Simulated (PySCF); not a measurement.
# Static response to an electric field

C8H10O.
Numbering: `[CH:1]#[C:2][C@@H:3]([CH2:4][CH3:5])[C:6](=[O:7])[CH:8]=[CH2:9]` (hydrogens: H10 on C1; H11 on C3; H12, H13 on C4; H14, H15, H16 on C5; H17 on C8; H18, H19 on C9)

Cartesian coordinates in Å at the PBE0-D3(BJ)/def2-SVP level; atoms count from 1:
```xyz
19
C8H10O angstrom
C     -0.0884    2.5556    0.9100
C     -0.1485    1.3584    0.7341
C     -0.2209   -0.0807    0.4962
C     -1.5011   -0.5076   -0.2249
C     -2.7653   -0.2070    0.5595
C      1.0385   -0.5650   -0.2416
O      0.9513   -1.2500   -1.2324
C      2.3455   -0.1776    0.3551
C      3.4904   -0.5977   -0.1901
H     -0.0353    3.6172    1.0650
H     -0.1840   -0.5778    1.4876
H     -1.5239   -0.0112   -1.2078
H     -1.4151   -1.5839   -0.4372
H     -2.8638    0.8700    0.7653
H     -3.6579   -0.5254    0.0009
H     -2.7738   -0.7334    1.5275
H      2.3321    0.4556    1.2468
H      4.4622   -0.3348    0.2341
H      3.4627   -1.2222   -1.0883
```

Level: CAM-B3LYP/def2-SVPD (PySCF), static field, nuclei fixed, core orbitals frozen in the response. The polarisability tensor in these axes (au):

```
x   114.47  -3.62  -3.90
y    -3.62  97.89  12.70
z    -3.90  12.70  79.20
```

Task: Give the principal values, the mean and the anisotropy Δα = √{½[(α1 − α2)² + (α2 − α3)² + (α1 − α3)²]}.

Result: Principal values 72.69, 102.29 and 116.58 au; mean 97.19 au = 14.40 Å³ = 16.02 × 10⁻⁴⁰ C²·m²/J; Δα = 38.77 au (40 % of the mean).

Task: What is the dipole moment, and where does it point?

Result: (0.62, 0.98, 1.95) D, 2.27 D in size, pointing from the negative to the positive side. Measured along this direction, the outermost atoms are H12 and H13 at the negative end and H10 at the positive end.

Task: Refractivity n − 1 of an ideal gas of it at 400 K and 1 atm, from the electronic α?

Result: N = p/kT = 1.8347 × 10¹⁹ cm⁻³, so n − 1 = 2π × N × 14.40 × 10⁻²⁴ cm³ = 1660 × 10⁻⁶ at long wavelengths.

Task: Orientational against electronic polarisability at 500 K (dilute gas, rigid molecules)?

Result: In Gaussian units μ²/3kT = 24.81 Å³ against 14.40 Å³, a ratio of 1.72; the Debye molar polarisation (4π/3)N_A(α + μ²/3kT) is 98.9 cm³/mol, leaving out the vibrational part.

Task: Find the Langevin capture rate constant for O2+ (31.990 u) meeting this molecule (122.073 u), k = 2.342 × 10⁻⁹ cm³/s × √(α in Å³ / reduced mass in u).

Result: The reduced mass is 25.35 u, so k = 1.77 × 10⁻⁹ cm³/s. The formula leaves out the permanent dipole, which adds to the capture rate.

Task: Along which axes do the principal values lie, and how far do the nuclei extend along each?

Result: Largest value along (0.93, -0.32, -0.20), where the nuclei span 7.41 Å; middle along (0.38, 0.84, 0.40), 5.47 Å; least along (0.05, -0.44, 0.89), 2.72 Å. The response follows the extents in order.

Task: Rayleigh depolarisation ratio (linearly polarised light, static tensor)?

Result: ρ = 3Δα²/(45ᾱ² + 4Δα²) = 4509.0/(425062 + 6011.9) = 0.0105.

One conformer (not necessarily the lowest) at the PBE0-D3(BJ)/def2-SVP geometry, without solvent, vibrations or thermal averaging.
